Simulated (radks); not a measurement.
Q: Species: Ni3+. Configuration: [Ne] 3p6 3d7 4s2 (not the ground configuration). Method: non-relativistic Kohn-Sham, AM05, spin-polarised, spherical densities, point nucleus; open shells are filled with parallel spins first; computed with a radial shooting solver on a logarithmic mesh with Libxc functionals. Some entries of the table are withheld. Estimate them.

| orbital | occ. | eigenvalue (hartree) | <r^2> (bohr^2) | <r> (bohr) |
|---|---|---|---|---|
| 1s up | 1 | -300.4886 | 0.004039 | 0.05489 |
| 1s down | 1 | -300.4881 | 0.004039 | 0.05489 |
| 2s up | 1 | -37.76550 | 0.07289 | 0.2487 |
| 2s down | 1 | -37.68117 | 0.07267 | 0.2483 |
| 2p up | 3 | -33.30790 | 0.05762 | 0.2168 |
| 2p down | 3 | -33.24502 | 0.05740 | 0.2164 |
| 3s up | 0 | -6.20450 | 0.6113 | 0.7294 |
| 3s down | 0 | -6.05126 | 0.6168 | 0.7325 |
| 3p up | 3 | -4.81981 | 0.6544 | 0.7481 |
| 3p down | 3 | -4.66827 | 0.6634 | 0.7529 |
| 3d up | 5 | -2.48116 | 0.7867 | 0.7992 |
| 3d down | 2 | -2.33118 | 0.8237 | 0.8154 |
| 4s up | 1 | -1.44021 | 4.378 | 1.970 |
| 4s down | 1 | -1.41313 | 4.517 | 2.002 |
| 4p up | 0 | (1) | 5.546 | 2.212 |
| 4p down | 0 | (2) | 5.728 | 2.250 |

A: 
(1) 4p up eigenvalue (hartree): -1.11521
(2) 4p down eigenvalue (hartree): -1.09617
